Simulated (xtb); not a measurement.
ClIn, charge +1, doublet, geometry from GFN2-xTB (such geometries of metal compounds can be far from the true shape) (a state made from the parent by changing its charge; the spin is typed, not shown lowest); GFN1-xTB run with xtb 6.7.1.

Here is a job for xtb.
```
$ xtb mol.xyz --gfn 1 --chrg 1 --uhf 1 --json

# file mol.xyz
2

In    -0.00000000    -0.00000000    -0.64646640
Cl     0.00000000     0.00000000     1.86334432
```

The log (banner, timings and long lists left out):

```
   ID    Z sym.   atoms
    1   49 In     1
    2   17 Cl     2

           -------------------------------------------------
          |                Calculation Setup                |
           -------------------------------------------------

           -------------------------------------------------
          |                 G F N 1 - x T B                 |
           -------------------------------------------------

          ...................................................
          :                      SETUP                      :
          :.................................................:
          :  # basis functions                  20          :
          :  # atomic orbitals                  18          :
          :  # shells                            6          :
          :  # electrons                         9          :
          :  # halogen bonds                     0          :
          :  max. iterations                   250          :
          :  Hamiltonian                  GFN1-xTB          :
          :  restarted?                      false          :
          :  GBSA solvation                  false          :
          :  PC potential                    false          :
          :  electronic temp.          300.0000000     K    :
          :  accuracy                    1.0000000          :
          :  -> integral cutoff          0.2500000E+02      :
          :  -> integral neglect         0.1000000E-07      :
          :  -> SCF convergence          0.1000000E-05 Eh   :
          :  -> wf. convergence          0.2000000E-04 e    :
          :  Broyden damping             0.4000000          :
          :  net charge                          1          :
          :  unpaired electrons                  1          :
          ...................................................

 iter      E             dE          RMSdq      gap      omega  full diag
   1     -5.3366480 -0.533665E+01  0.506E+00    7.09       0.0  T
   2     -5.3427144 -0.606639E-02  0.298E+00    7.90       1.0  T
   3     -5.3428337 -0.119305E-03  0.597E-01    8.19       1.0  T
   4     -5.3429134 -0.797908E-04  0.278E-02    8.09       2.5  T
   5     -5.3429137 -0.279056E-06  0.126E-03    8.08      56.0  T
   6     -5.3429137 -0.742722E-09  0.550E-05    8.08    1285.1  T
   7     -5.3429137 -0.342837E-12  0.662E-06    8.08   10689.3  T

   *** convergence criteria satisfied after 7 iterations ***

         :::::::::::::::::::::::::::::::::::::::::::::::::::::
         ::                     SUMMARY                     ::
         :::::::::::::::::::::::::::::::::::::::::::::::::::::
         :: total energy              -5.341648362233 Eh    ::
         :: gradient norm              0.002226526784 Eh/a0 ::
         :: HOMO-LUMO gap              8.078699332167 eV    ::
         ::.................................................::
         :: SCC energy                -5.342913729759 Eh    ::
         :: -> electrostatic           0.093602462218 Eh    ::
         :: repulsion energy           0.001699936386 Eh    ::
         :: dispersion energy         -0.000434568859 Eh    ::
         :: halogen bond corr.         0.000000000000 Eh    ::
         :: add. restraining           0.000000000000 Eh    ::
         :: total charge               1.000000000167 e     ::
         :::::::::::::::::::::::::::::::::::::::::::::::::::::

           -------------------------------------------------
          |                Property Printout                |
           -------------------------------------------------

    * Orbital Energies and Occupations

         #    Occupation            Energy/Eh            Energy/eV
      -------------------------------------------------------------
         1        2.0000           -1.1188270             -30.4448
         2        2.0000           -0.8331121             -22.6701
         3        1.9999           -0.6556383             -17.8408
         4        1.9999           -0.6556383             -17.8408
         5        1.0001           -0.6376041             -17.3501 (HOMO)
         6                         -0.3407174              -9.2714 (LUMO)
         7                         -0.3407174              -9.2714
         8                         -0.3398108              -9.2467
         9                         -0.3398108              -9.2467
        10                         -0.3101481              -8.4396
        11                         -0.3101481              -8.4396
        12                         -0.3063836              -8.3371
        13                         -0.2514459              -6.8422
        14                         -0.2514459              -6.8422
        15                         -0.2482622              -6.7556
        16                         -0.2424111              -6.5963
       ...                                ...                  ...
        18                         -0.0836745              -2.2769
      -------------------------------------------------------------
                  HL-Gap            0.2968867 Eh            8.0787 eV
             Fermi-level           -0.5677263 Eh          -15.4486 eV

  Mulliken/CM5 charges         n(s)   n(p)   n(d)
     1In    0.79928  0.80592   1.894  0.230  0.076
     2Cl    0.20072  0.19408   1.942  4.854  0.003

Wiberg/Mayer (AO) data.
largest (>0.10) Wiberg bond orders for each atom

 ---------------------------------------------------------------------------
     #   Z sym  total        # sym  WBO       # sym  WBO       # sym  WBO
 ---------------------------------------------------------------------------
     1  49 In   0.727 --     2 Cl   0.727
     2  17 Cl   0.727 --     1 In   0.727
 ---------------------------------------------------------------------------

Topologies differ in total number of bonds
Writing topology from bond orders to xtbtopo.mol

 dipole moment from electron density (au)
     X       Y       Z
  -0.0000  -0.0000  -0.7475  total (Debye):    1.900

           -------------------------------------------------
          | TOTAL ENERGY               -5.341648362233 Eh   |
          | GRADIENT NORM               0.002226526784 Eh/α |
          | HOMO-LUMO GAP               8.078699332167 eV   |
           -------------------------------------------------

normal termination of xtb
```
